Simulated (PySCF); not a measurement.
H2Cl2Si, triplet, geometry from GFN2-xTB (a higher spin typed on purpose: for a closed-shell molecule this is an excited state); PySCF with B3LYP/def2-SVP.

Here is a job for PySCF.
```python
from pyscf import gto, scf, dft

mol = gto.Mole()
mol.atom = '''
    Si   -0.004989   -0.222946   -0.215868
    Cl    2.170841   -0.048922    0.184307
    Cl   -2.170866    0.185619    0.042426
    H     0.019535    0.859563    0.823128
    H     0.050739   -0.062167   -1.655437
'''
mol.basis = 'def2-svp'
mol.charge = 0
mol.spin = 2
mol.verbose = 4
mol.build()

mf = dft.UKS(mol)
mf.xc = 'b3lyp'
mf.conv_tol = 1e-11
mf.kernel()
mf.analyze()
```

Output, abridged:

```
PySCF version 2.14.0

[INPUT] verbose = 4
[INPUT] num. atoms = 5
[INPUT] num. electrons = 50
[INPUT] charge = 0
[INPUT] spin (= nelec alpha-beta = 2S) = 2
[INPUT] symmetry False subgroup None
[INPUT] Mole.unit = angstrom
[INPUT] Symbol           X                Y                Z      unit          X                Y                Z       unit  Magmom
[INPUT]  1 Si    -0.004989000000  -0.222946000000  -0.215868000000 AA   -0.009427843635  -0.421306880567  -0.407931399058 Bohr   0.0
[INPUT]  2 Cl     2.170841000000  -0.048922000000   0.184307000000 AA    4.102294949977  -0.092449181466   0.348289752840 Bohr   0.0
[INPUT]  3 Cl    -2.170866000000   0.185619000000   0.042426000000 AA   -4.102342193130   0.350769073516   0.080173520561 Bohr   0.0
[INPUT]  4 H      0.019535000000   0.859563000000   0.823128000000 AA    0.036915799843   1.624338656810   1.555486485461 Bohr   0.0
[INPUT]  5 H      0.050739000000  -0.062167000000  -1.655437000000 AA    0.095882813834  -0.117478603986  -3.128322546472 Bohr   0.0

nuclear repulsion = 172.748936584204
number of shells = 30
number of NR pGTOs = 122
number of NR cGTOs = 64
basis = def2-svp
ecp = {}

******** <class 'pyscf.dft.uks.UKS'> ********
method = UKS
initial guess = minao
damping factor = 0
level_shift factor = 0
DIIS = <class 'pyscf.scf.diis.CDIIS'>
diis_start_cycle = 1
diis_space = 8
diis_damp = 0
SCF conv_tol = 1e-11
SCF conv_tol_grad = None
SCF max_cycles = 50
direct_scf = True
direct_scf_tol = 1e-13
number electrons alpha = 26  beta = 24
XC library pyscf.dft.libxc version 7.1.2
    S. Lehtola, C. Steigemann, M. J. T. Oliveira, and M. A. L. Marques,  SoftwareX 7, 1–5 (2018)
XC functionals = b3lyp
    P. J. Stephens, F. J. Devlin, C. F. Chabalowski, and M. J. Frisch,  J. Phys. Chem. 98, 11623 (1994)
radial grids:
    Treutler-Ahlrichs [JCP 102, 346 (1995); DOI:10.1063/1.469408] (M4) radial grids

becke partition: Becke, JCP 88, 2547 (1988); DOI:10.1063/1.454033
pruning grids: <function nwchem_prune>
grids dens level: 3
symmetrized grids: False
atomic radii adjust function: <function treutler_atomic_radii_adjust>
small_rho_cutoff = 0
Set gradient conv threshold to 3.16228e-06
tot grids = 76560
init E= -1210.72612510276

cycle= 1 E= -1210.64927723873  delta_E= 0.0768  |g|= 0.223  |ddm|= 1.56
cycle= 2 E= -1210.61938476888  delta_E= 0.0299  |g|= 0.314  |ddm|= 0.68

cycle= 3 E= -1210.68460701277  delta_E= -0.0652  |g|= 0.0147  |ddm|= 0.404

cycle= 4 E= -1210.6847855268  delta_E= -0.000179  |g|= 0.00672  |ddm|= 0.0294

cycle= 5 E= -1210.68482002227  delta_E= -3.45e-05  |g|= 0.00124  |ddm|= 0.0103

cycle= 6 E= -1210.68482163981  delta_E= -1.62e-06  |g|= 0.000364  |ddm|= 0.0028

cycle= 7 E= -1210.68482182744  delta_E= -1.88e-07  |g|= 9.64e-05  |ddm|= 0.00106

cycle= 8 E= -1210.68482185981  delta_E= -3.24e-08  |g|= 3.79e-05  |ddm|= 0.000543

cycle= 9 E= -1210.68482186591  delta_E= -6.1e-09  |g|= 2.01e-05  |ddm|= 0.00023

cycle= 10 E= -1210.68482186754  delta_E= -1.64e-09  |g|= 2.09e-05  |ddm|= 0.000149

cycle= 11 E= -1210.68482186812  delta_E= -5.78e-10  |g|= 7.76e-06  |ddm|= 6.42e-05

cycle= 12 E= -1210.68482186828  delta_E= -1.53e-10  |g|= 2.79e-06  |ddm|= 4.94e-05

cycle= 13 E= -1210.68482186829  delta_E= -1.11e-11  |g|= 1.39e-06  |ddm|= 1.12e-05

cycle= 14 E= -1210.68482186829  delta_E= -1.59e-12  |g|= 3.02e-07  |ddm|= 3.85e-06

Extra cycle  E= -1210.68482186829  delta_E= -2.73e-12  |g|= 1.75e-07  |ddm|= 1.06e-06
converged SCF energy = -1210.68482186829  <S^2> = 2.0053237  2S+1 = 3.003547
**** SCF Summaries ****
Total Energy =                       -1210.684821868291692
Nuclear Repulsion Energy =             172.748936584204273
One-electron Energy =                -2016.822732772231348
Two-electron Energy =                  633.388974319735325
Two-electron Coulomb Energy =          711.570648135722081
DFT Exchange-Correlation Energy =      -78.181673815986784
**** MO energy ****
                             alpha | beta                alpha | beta
MO #1   energy= -101.518287779242  | -101.514659375367  occ= 1 | 1
MO #2   energy= -101.518243669598  | -101.514615354654  occ= 1 | 1
MO #3   energy= -66.1714263398019  | -66.1677648290132  occ= 1 | 1
MO #4   energy= -9.47204400027831  | -9.46864201843012  occ= 1 | 1
MO #5   energy= -9.47201632383646  | -9.46861261135243  occ= 1 | 1
MO #6   energy= -7.24128351327139  | -7.23307132593068  occ= 1 | 1
MO #7   energy= -7.24128179333811  | -7.23306107606447  occ= 1 | 1
MO #8   energy= -7.23353693672821  | -7.2291717070092   occ= 1 | 1
MO #9   energy= -7.23353136399366  | -7.22916706416788  occ= 1 | 1
MO #10  energy= -7.23090918171026  | -7.22807315232786  occ= 1 | 1
MO #11  energy= -7.23090115657606  | -7.22806464866952  occ= 1 | 1
MO #12  energy= -5.33917516686063  | -5.33455764418622  occ= 1 | 1
MO #13  energy= -3.7024788129796   | -3.69938096516579  occ= 1 | 1
MO #14  energy= -3.70189735054667  | -3.69527189618209  occ= 1 | 1
MO #15  energy= -3.69805293921671  | -3.69240743735012  occ= 1 | 1
MO #16  energy= -0.8399332714982   | -0.816843027330888 occ= 1 | 1
MO #17  energy= -0.831046580996031 | -0.807878071256889 occ= 1 | 1
MO #18  energy= -0.572673353548721 | -0.538865623225603 occ= 1 | 1
MO #19  energy= -0.442434057556311 | -0.414038295795524 occ= 1 | 1
MO #20  energy= -0.420973783515213 | -0.397499878982257 occ= 1 | 1
MO #21  energy= -0.371009656786217 | -0.348320315436858 occ= 1 | 1
MO #22  energy= -0.354097339253934 | -0.329979550649761 occ= 1 | 1
MO #23  energy= -0.342467273111936 | -0.31922158947318  occ= 1 | 1
MO #24  energy= -0.327833143931292 | -0.318525882727687 occ= 1 | 1
MO #25  energy= -0.319074604178701 | -0.224938652084133 occ= 1 | 0
MO #26  energy= -0.219387676665853 | -0.106851459120582 occ= 1 | 0
MO #27  energy= 0.0173267940317188 | 0.0341769821748574 occ= 0 | 0
MO #28  energy= 0.0511619707393942 | 0.0787797740313392 occ= 0 | 0
MO #29  energy= 0.060492776179764  | 0.0792672838371929 occ= 0 | 0
MO #30  energy= 0.142346536522665  | 0.155261933890154  occ= 0 | 0
MO #31  energy= 0.2771949531991    | 0.288928133695049  occ= 0 | 0
MO #32  energy= 0.296403027416108  | 0.30422048210478   occ= 0 | 0
MO #33  energy= 0.330068952644351  | 0.357879247837726  occ= 0 | 0
MO #34  energy= 0.363299545523421  | 0.386404507906584  occ= 0 | 0

To work with the spin densities directly, `use mulliken_meta_spin()` only printing them here.

 ** Mulliken spin pop alpha/beta on meta-lowdin orthogonal AOs **
 ** Mulliken Spin Density (per AO)  **
spin_pop of  0 Si 1s        0.00000
spin_pop of  0 Si 2s        0.00000
spin_pop of  0 Si 3s        0.19279
spin_pop of  0 Si 4s        0.00155
spin_pop of  0 Si 2px      -0.00000
spin_pop of  0 Si 2py       0.00001
spin_pop of  0 Si 2pz       0.00000
spin_pop of  0 Si 3px      -0.01227
spin_pop of  0 Si 3py       0.52266
spin_pop of  0 Si 3pz       0.09316
spin_pop of  0 Si 4px      -0.00013
spin_pop of  0 Si 4py       0.00105
spin_pop of  0 Si 4pz       0.00139
spin_pop of  0 Si 3dxy     -0.00111
spin_pop of  0 Si 3dyz      0.00150
spin_pop of  0 Si 3dz^2    -0.00016
spin_pop of  0 Si 3dxz     -0.00092
spin_pop of  0 Si 3dx2-y2    0.00367
spin_pop of  1 Cl 1s        0.00000
spin_pop of  1 Cl 2s       -0.00000
spin_pop of  1 Cl 3s        0.00327
spin_pop of  1 Cl 4s        0.00017
spin_pop of  1 Cl 2px       0.00001
spin_pop of  1 Cl 2py       0.00001
spin_pop of  1 Cl 2pz       0.00000
spin_pop of  1 Cl 3px       0.24525
spin_pop of  1 Cl 3py       0.13893
spin_pop of  1 Cl 3pz       0.06709
spin_pop of  1 Cl 4px       0.00027
spin_pop of  1 Cl 4py       0.00019
spin_pop of  1 Cl 4pz       0.00004
spin_pop of  1 Cl 3dxy      0.00031
spin_pop of  1 Cl 3dyz      0.00001
spin_pop of  1 Cl 3dz^2    -0.00006
spin_pop of  1 Cl 3dxz      0.00009
spin_pop of  1 Cl 3dx2-y2   -0.00007
spin_pop of  2 Cl 1s        0.00000
spin_pop of  2 Cl 2s       -0.00000
spin_pop of  2 Cl 3s        0.00327
spin_pop of  2 Cl 4s        0.00017
spin_pop of  2 Cl 2px       0.00001
spin_pop of  2 Cl 2py       0.00000
spin_pop of  2 Cl 2pz       0.00000
spin_pop of  2 Cl 3px       0.24620
spin_pop of  2 Cl 3py       0.12009
spin_pop of  2 Cl 3pz       0.08498
spin_pop of  2 Cl 4px       0.00024
spin_pop of  2 Cl 4py       0.00021
spin_pop of  2 Cl 4pz       0.00005
spin_pop of  2 Cl 3dxy      0.00029
spin_pop of  2 Cl 3dyz      0.00001
spin_pop of  2 Cl 3dz^2    -0.00005
spin_pop of  2 Cl 3dxz      0.00007
spin_pop of  2 Cl 3dx2-y2   -0.00005
spin_pop of  3 H 1s        0.26829
spin_pop of  3 H 2s        0.00156
spin_pop of  3 H 2px      -0.00019
spin_pop of  3 H 2py       0.00065
spin_pop of  3 H 2pz       0.00089
spin_pop of  4 H 1s        0.01456
spin_pop of  4 H 2s        0.00024
spin_pop of  4 H 2px      -0.00002
spin_pop of  4 H 2py      -0.00003
spin_pop of  4 H 2pz      -0.00018
 ** Mulliken Spin Density (per atom)  **
spin density of  0 Si =      0.80320
spin density of  1 Cl =      0.45551
spin density of  2 Cl =      0.45551
spin density of  3 H =      0.27121
spin density of  4 H =      0.01457
 ** Mulliken pop alpha/beta on meta-lowdin orthogonal AOs **
 ** Mulliken pop       alpha | beta **
In total            26.00000 | 24.00000
 ** Mulliken atomic charges   ( Nelec_alpha | Nelec_beta ) **
charge of  0Si =      0.40076  (     7.20122      6.39802 )
charge of  1Cl =     -0.17583  (     8.81567      8.36016 )
charge of  2Cl =     -0.17583  (     8.81567      8.36016 )
charge of  3H =      0.02650  (     0.62235      0.35115 )
charge of  4H =     -0.07560  (     0.54508      0.53051 )
Dipole moment(X, Y, Z, Debye):  0.01535,  0.17530, -0.18003
```
